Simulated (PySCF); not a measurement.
Protons, H atoms and electrons added to or taken from NC=O. Isolated molecules, 0 K electronic values unless said otherwise. One relaxed conformer stands for each flexible species; it need not be the lowest. Strings in code marks are SMILES.

Calculation: B3LYP-D3(BJ)/def2-TZVP (PySCF). B3LYP has the VWN-RPA correlation part, as in Gaussian. Delta-SCF ions had no search for a lower state. 

| species | adiabatic ionisation energy (no zero-point term) (eV) | vertical ionisation energy (Delta-SCF) (eV) |
|---|---|---|
| neutral parent (`NC=O`) | 10.08 | ___ |
| proton added at N1 (`[NH3+]C=O` (not the most basic site)) | 17.83 | 18.07 |
| proton added at O3 (`[H]/[O+]=C/N`) | 18.29 | 18.61 |
| H atom removed from N1 (`C([NH])=O` (H–N–C–O torsion 26°)) | – | – |
| H atom removed from C2 (`N[C]=O`) | – | – |

Task: Some entries are withheld; supply them.

Result: 
- neutral parent (`NC=O`), vertical ionisation energy (Delta-SCF) (eV): 10.30
